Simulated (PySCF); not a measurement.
Excitation energy of Si²⁺ by level of theory

Si²⁺ [Ne] 3s2 (1S) → Si²⁺ [Ne] 3s1 3d1, s spin flipped, as a difference of total energies. All numbers are calculated (PySCF 2.14, the spin-free X2C one-electron Hamiltonian (Gaussian nucleus), in dyall-acv3z (19s12p6d4f, 113 functions)). Correlated levels: valence: [Ne] frozen; valence and next inner shell: 1s2 frozen; virtual orbitals above 40 to 60 times the deepest correlated orbital energy dropped. The calculations carry no spin-orbit coupling.

```csv
method,excitation energy (cm⁻¹)
UHF,140360
LDA,141330
PBE,138390
PBE0,139600
r2SCAN,137000
BLYP,138300
TPSSh,138210
MP2 (valence),142370
SCS-MP2 (valence),142770
SCS-MP2 (valence and next inner shell),144080
```

Q: Estimate what M06-L gives.

A: 139880 cm⁻¹, closest to PBE0 among the rows shown.

Q: Estimate what MP2 (valence and next inner shell) gives.

A: 144000 cm⁻¹, closest to SCS-MP2 (valence and next inner shell) among the rows shown.

The upper determinant mixes two multiplicities, so it lies between the two terms.

The promoted electron is Rydberg-like, and one or two diffuse shells describe it only roughly, which tends to raise the upper state.
